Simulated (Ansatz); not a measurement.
`[SiH3]OBO[SiH3]` + NH₃ → `NBO[SiH3]` + silanol  (ligand exchange at a B–O bond)

Program: Ansatz. Geometries: PBE0-D4/def2-TZVP. ΔE: electronic, gas phase. CCSD(T)/CBS adds triple-zeta CCSD(T) − MP2 to the extrapolated MP2 energy (def2 sets, frozen cores). This one scheme is used for every species. Functionals use def2-TZVPP. B3LYP here is the variant with VWN-RPA as its local correlation; programs differ in this. One conformer a species, not always the lowest.

`[SiH3]OBO[SiH3]`:

Z-matrix (Å, degrees):
```
Si
O 1 1.652
H 1 1.482 2 108.2
H 1 1.485 2 110.3 3 120.5
H 1 1.482 2 108.3 3 -119.0
B 2 1.361 1 133.2 3 -121.6
O 6 1.353 2 119.6 1 -179.8
H 6 1.199 2 121.1 1 0.2
Si 7 1.659 6 129.3 2 0.0
H 9 1.481 7 106.4 6 179.4
H 9 1.484 7 110.5 6 -61.4
H 9 1.484 7 110.5 6 60.2
```

NH₃:

Cartesian coordinates in Å:
```
N 0.279 -0.012 0.035
H 0.026 0.050 -0.943
H -0.183 -0.831 0.411
H -0.122 0.794 0.498
```

`NBO[SiH3]`:

```xyz
10

N    -1.972    0.863   -0.144
B    -0.889    0.000   -0.314
O     0.305    0.292    0.292
Si    1.756   -0.474    0.316
H    -2.867    0.697   -0.565
H    -1.916    1.701    0.411
H    -1.014   -0.988   -0.988
H     2.790    0.439   -0.232
H     2.099   -0.811    1.721
H     1.709   -1.719   -0.497
```

`O[SiH3]`:

Cartesian coordinates in Å:
```
O 0.164 1.269 -0.070
Si 0.025 -0.355 0.173
H -0.160 1.627 -0.897
H -1.397 -0.796 0.138
H 0.600 -0.616 1.512
H 0.769 -1.130 -0.857
```

| level | ΔE (kJ/mol) | difference from CCSD(T)/CBS |
| --- | --- | --- |
| PBE-D4 | 15.9 | -7.0 |
| r2SCAN-D4 | 19.7 | -3.2 |
| B3LYP-D4 | 22.1 | -0.8 |
| r2SCAN0-D4 | 19.9 | -3.0 |
| BHLYP-D4 | 24.7 | 1.8 |
| CAM-B3LYP-D4 | 20.8 | -2.1 |
| ωB97X-V | 20.4 | -2.5 |
| ωB97M-V | 19.9 | -3.0 |
| PBE-QIDH | 18.4 | -4.5 |
| PBE | 12.6 | -10.3 |
| PBE0 | 14.2 | -8.7 |
| r2SCANh | 18.6 | -4.3 |
| RPA@PBE/def2-TZVPP | 24.1 | 1.2 |
| CCSD/def2-SVP | 27.0 | 4.1 |
| SCS-MP2/def2-QZVPP | 22.4 | -0.5 |
| CCSD/CBS(def2) | 22.7 | -0.2 |
| CCSD(T)/CBS | 22.9 | 0 |

Largest T1 diagnostic among the species: 0.013.

From BLYP to BHLYP (50 % exact exchange), in def2-TZVPP and without D4, ΔE moves by +4.0 kJ/mol. Leaving LDA and LC-ωPBE aside and taking each functional with its dispersion term where it has one, the values spread over 8.8 kJ/mol, from PBE-D4 to BHLYP-D4. At CCSD(T), def2-SVP lies +4.6 kJ/mol from the extrapolated value and def2-TZVPP +0.3 kJ/mol.
